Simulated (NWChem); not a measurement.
System: CH$_{3}$Si cation, singlet

Input file for NWChem:

```
start job
memory heap 200 mb stack 900 mb global 1100 mb
charge 1
geometry units angstroms noautoz
  C      0.000000     0.000000     1.073288
  Si     0.000000     0.000000    -0.750074
  H     -0.514171    -0.906762     1.482196
  H     -0.528193     0.898666     1.482196
  H      1.042364     0.008095     1.482196
end
basis spherical
  C library def2-tzvp
  Si library def2-tzvp
  H library def2-tzvp
end
dft
  xc r2scan
  iterations 150
  mulliken
end
task dft energy
```

NWChem printed, in part:

```
             Northwest Computational Chemistry Package (NWChem) 7.3.0
             --------------------------------------------------------

 C3V symmetry detected

                             Geometry "geometry" -> ""
                             -------------------------

 Output coordinates in angstroms (scale by  1.889725989 to convert to a.u.)

  No.       Tag          Charge          X              Y              Z
 ---- ---------------- ---------- -------------- -------------- --------------
    1 C                    6.0000    -0.00000000    -0.00000000     1.05653670
    2 Si                  14.0000    -0.00000000    -0.00000000    -0.76682530
    3 H                    1.0000     0.73708500     0.73708500     1.46544470
    4 H                    1.0000     0.26979184    -1.00687684     1.46544470
    5 H                    1.0000    -1.00687684     0.26979184     1.46544470

 Effective nuclear repulsion energy (a.u.)      42.7858178530

      Symmetry information
      --------------------

 Group name             C3v
 Group number             17
 Group order               6
 No. of unique centers     3

                                 NWChem DFT Module
                                 -----------------

 Summary of "ao basis" -> "ao basis" (spherical)
 ------------------------------------------------------------------------------
       Tag                 Description            Shells   Functions and Types
 ---------------- ------------------------------  ------  ---------------------
 C                         def2-tzvp                11       31   5s3p2d1f
 Si                        def2-tzvp                13       37   5s5p2d1f
 H                         def2-tzvp                 4        6   3s1p

      Symmetry analysis of basis
      --------------------------

        a1         31
        a2          3
        e          52

  Rotation of axis

            General Information
            -------------------
          SCF calculation type: DFT
          Wavefunction type:  closed shell.
          No. of atoms     :     5
          No. of electrons :    22
           Alpha electrons :    11
            Beta electrons :    11
          Charge           :     1
          Spin multiplicity:     1
          Use of symmetry is: on ; symmetry adaption is: on
          Maximum number of iterations: 150
          AO basis - number of functions:    86
                     number of shells:    36
          Convergence on energy requested:  1.00D-06
          Convergence on density requested:  1.00D-05
          Convergence on gradient requested:  5.00D-04

              XC Information
              --------------
                      r^2SCAN Method XC Functional
               r^2SCAN metaGGA Exchange Functional  1.000
                     r^2SCAN Correlation Potential  1.000

             Grid Information
             ----------------
          Grid used for XC integration:  medium
          Radial quadrature: Mura-Knowles
          Angular quadrature: Lebedev.
          Tag              B.-S. Rad. Rad. Pts. Rad. Cut. Ang. Pts.
          ---              ---------- --------- --------- ---------
          C                   0.70       49           8.0       434
          Si                  1.10       88           9.0       590
          H                   0.35       45          10.0       434
          Grid pruning is: on
          Number of quadrature shells:   182
          Spatial weights used:  Erf1

      Superposition of Atomic Density Guess
      -------------------------------------

 Sum of atomic energies:        -328.00616630

 Renormalizing density from      23.00 to     22

      Non-variational initial energy
      ------------------------------

 Total energy =    -319.388590
 1-e energy   =    -513.674835
 2-e energy   =     151.500427
 HOMO         =      -0.647715
 LUMO         =      -0.405263

      Symmetry analysis of molecular orbitals - initial
      -------------------------------------------------

  Numbering of irreducible representations:

     1 a1          2 a2          3 e

  Orbital symmetries:

     1 a1          2 a1          3 a1          4 a1          5 e
     6 e           7 a1          8 a1          9 e          10 e
    11 a1         12 e          13 e          14 a1         15 a1
    16 e          17 e          18 a1         19 e          20 e
    21 a1

     ---------------------------------------------
      Total Density - Mulliken Population Analysis
     ---------------------------------------------

    Atom       Charge   Shell Charges
 -----------   ------   -------------------------------------------------------
    1 C    6     6.97   0.86  1.11  0.64  0.69  0.06  1.57  1.66  0.35  0.01  0.00  0.00
    2 Si  14    13.04   2.00  0.65  1.33  1.47  0.64  4.27  1.61  0.35  0.52  0.08  0.06  0.05  0.02
    3 H    1     0.66   0.20  0.36  0.07  0.02
    4 H    1     0.66   0.20  0.36  0.07  0.02
    5 H    1     0.66   0.20  0.36  0.07  0.02

   convergence    iter        energy       DeltaE   RMS-Dens  Diis-err
 ---------------- ----- ----------------- --------- --------- ---------
 d= 0,ls=0.0,diis     1   -328.8811864261 -3.72D+02  1.53D-02  3.01D+00
 d= 0,ls=0.0,diis     2   -328.8611021298  2.01D-02  8.49D-03  1.37D+00
 d= 0,ls=0.0,diis     3   -328.9741573183 -1.13D-01  2.97D-03  2.93D-01
 d= 0,ls=0.0,diis     4   -329.0122683501 -3.81D-02  5.00D-04  1.24D-03
 d= 0,ls=0.0,diis     5   -329.0123582249 -8.99D-05  1.32D-04  2.62D-04
  Resetting Diis
 d= 0,ls=0.0,diis     6   -329.0124036069 -4.54D-05  2.37D-05  5.02D-06
 d= 0,ls=0.0,diis     7   -329.0124046421 -1.04D-06  8.83D-06  1.25D-07
 d= 0,ls=0.0,diis     8   -329.0124046274  1.47D-08  3.84D-06  2.44D-07

         Total DFT energy =     -329.012404627369
      One electron energy =     -532.605868048635
           Coulomb energy =      187.860454325629
    Exchange-Corr. energy =      -27.052808757372
 Nuclear repulsion energy =       42.785817853010

 Numeric. integr. density =       21.999997143791

                  Occupations of the irreducible representations
                  ----------------------------------------------

                     irrep           alpha         beta
                     --------     --------     --------
                     a1                7.0          7.0
                     a2                0.0          0.0
                     e                 4.0          4.0

                       DFT Final Molecular Orbital Analysis
                       ------------------------------------

 Vector    9  Occ=2.000000D+00  E=-6.094297D-01  Symmetry=e
              MO Center=  3.1D-02,  2.1D-01,  1.1D+00, r^2= 1.4D+00
   Bfn.  Coefficient  Atom+Function         Bfn.  Coefficient  Atom+Function
  ----- ------------  ---------------      ----- ------------  ---------------
     6      0.279931  1 C  px                 9      0.230995  1 C  px
    70      0.226876  3 H  s                 82     -0.178742  5 H  s
    69      0.151953  3 H  s                  7      0.140270  1 C  py
    81     -0.119715  5 H  s                 10      0.115749  1 C  py
    12      0.099417  1 C  px                46      0.099106  2 Si px

 Vector   10  Occ=2.000000D+00  E=-6.094297D-01  Symmetry=e
              MO Center= -3.1D-02, -2.1D-01,  1.1D+00, r^2= 1.4D+00
   Bfn.  Coefficient  Atom+Function         Bfn.  Coefficient  Atom+Function
  ----- ------------  ---------------      ----- ------------  ---------------
     7      0.279931  1 C  py                76     -0.234184  4 H  s
    10      0.230995  1 C  py                82      0.158778  5 H  s
    75     -0.156848  4 H  s                  6     -0.140270  1 C  px
     9     -0.115749  1 C  px                81      0.106343  5 H  s
    13      0.099417  1 C  py                47      0.099106  2 Si py

 Vector   11  Occ=2.000000D+00  E=-4.932164D-01  Symmetry=a1
              MO Center=  3.7D-16, -7.5D-16, -4.1D-01, r^2= 2.5D+00
   Bfn.  Coefficient  Atom+Function         Bfn.  Coefficient  Atom+Function
  ----- ------------  ---------------      ----- ------------  ---------------
    48      0.399426  2 Si pz                35     -0.328431  2 Si s
    36     -0.327632  2 Si s                  8     -0.263811  1 C  pz
    11     -0.217580  1 C  pz                34      0.177017  2 Si s
    45      0.150622  2 Si pz                39     -0.143976  2 Si pz
    14     -0.117058  1 C  pz                51      0.090102  2 Si pz

 Vector   12  Occ=0.000000D+00  E=-3.682982D-01  Symmetry=e
              MO Center= -8.8D-03, -1.1D-02, -6.7D-01, r^2= 2.4D+00
   Bfn.  Coefficient  Atom+Function         Bfn.  Coefficient  Atom+Function
  ----- ------------  ---------------      ----- ------------  ---------------
    47      0.472993  2 Si py                46     -0.419682  2 Si px
    50      0.230302  2 Si py                49     -0.204344  2 Si px
    44      0.141284  2 Si py                38     -0.139939  2 Si py
    43     -0.125359  2 Si px                37      0.124167  2 Si px
    77      0.107561  4 H  s                 83     -0.100391  5 H  s

 Vector   13  Occ=0.000000D+00  E=-3.682982D-01  Symmetry=e
              MO Center=  8.8D-03,  1.1D-02, -6.7D-01, r^2= 2.4D+00
   Bfn.  Coefficient  Atom+Function         Bfn.  Coefficient  Atom+Function
  ----- ------------  ---------------      ----- ------------  ---------------
    46      0.472993  2 Si px                47      0.419682  2 Si py
    49      0.230302  2 Si px                50      0.204344  2 Si py
    43      0.141284  2 Si px                37     -0.139939  2 Si px
    44      0.125359  2 Si py                38     -0.124167  2 Si py
    71     -0.120061  3 H  s                 70     -0.105353  3 H  s

 Vector   14  Occ=0.000000D+00  E=-1.746870D-01  Symmetry=a1
              MO Center=  1.2D-14,  2.0D-15, -3.9D-01, r^2= 4.4D+00
   Bfn.  Coefficient  Atom+Function         Bfn.  Coefficient  Atom+Function
  ----- ------------  ---------------      ----- ------------  ---------------
     5      1.365970  1 C  s                 36     -0.867769  2 Si s
    51     -0.768041  2 Si pz                48     -0.445389  2 Si pz
     4      0.441505  1 C  s                 71     -0.388457  3 H  s
    77     -0.388457  4 H  s                 83     -0.388457  5 H  s
     3      0.206277  1 C  s                 59      0.182066  2 Si d  0

     ---------------------------------------------
      Total Density - Mulliken Population Analysis
     ---------------------------------------------

    Atom       Charge   Shell Charges
 -----------   ------   -------------------------------------------------------
    1 C    6     6.47   0.86  1.12  0.51  0.71  0.07  1.31  1.46  0.43  0.01  0.00  0.00
    2 Si  14    13.19   2.00  0.58  1.38  1.28  0.67  4.11  1.70  0.42  0.78  0.11  0.05  0.07  0.02
    3 H    1     0.78   0.25  0.45  0.06  0.02
    4 H    1     0.78   0.25  0.45  0.06  0.02
    5 H    1     0.78   0.25  0.45  0.06  0.02

     -------------------------------------------
      Total Density - Lowdin Population Analysis
     -------------------------------------------

    Atom       Charge   Shell Charges
 -----------   ------   -------------------------------------------------------
    1 C    6     6.49   0.91  1.04  0.39  0.39  0.21  1.15  1.53  0.76  0.01  0.10  0.01
    2 Si  14    13.06   2.00  0.86  1.11  0.88  0.62  3.82  1.87  0.56  0.73  0.31  0.05  0.19  0.06
    3 H    1     0.82   0.23  0.37  0.15  0.07
    4 H    1     0.82   0.23  0.37  0.15  0.07
    5 H    1     0.82   0.23  0.37  0.15  0.07

     Multipole analysis of the density
     ---------------------------------

     L   x y z        total         alpha         beta         nuclear
     -   - - -        -----         -----         ----         -------
     0   0 0 0      1.000000    -11.000000    -11.000000     23.000000

     1   1 0 0     -0.000000     -0.000000     -0.000000     -0.000000
     1   0 1 0     -0.000000     -0.000000     -0.000000     -0.000000
     1   0 0 1     -0.168753     -0.084377     -0.084377     -0.000000

     2   2 0 0    -10.791227     -8.305822     -8.305822      5.820417
     2   1 1 0     -0.000000     -0.000000     -0.000000     -0.000000
     2   1 0 1     -0.000000     -0.000000     -0.000000     -0.000000
     2   0 2 0    -10.791227     -8.305822     -8.305822      5.820417
     2   0 1 1     -0.000000     -0.000000     -0.000000     -0.000000
     2   0 0 2     -9.854957    -43.088761    -43.088761     76.322564
```

Level: r2SCAN/def2-TZVP. Low-valent species are run as closed-shell singlets; no triplet was tried in these runs. The geometry was optimised at PBE-D3(BJ)/def2-SVP.
